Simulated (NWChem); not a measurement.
# Correlation energy of diarsenic (As2)

```xyz
2

As     0.0000     0.0000     1.0456
As     0.0000     0.0000    -1.0456
```
Charge 0, spin multiplicity 1.

Program: NWChem. The geometry was optimised at PBE0/def2-SVP, a minimum by its harmonic frequencies.

Basis set: STO-3G. Each correlation energy counts from its own Hartree-Fock reference.

The Hamiltonian is non-relativistic. The correlated methods keep 18 core orbitals frozen. No row is a measurement; the coupled-cluster row has its own basis-set and correlation limits.

Order these methods by the correlation energy they give, lowest first: SCS-MP2, MP2, CCSD+T(CCSD).

MP2 (-124.7 mHa), CCSD+T(CCSD) (-123.2 mHa), SCS-MP2 (-122.2 mHa)
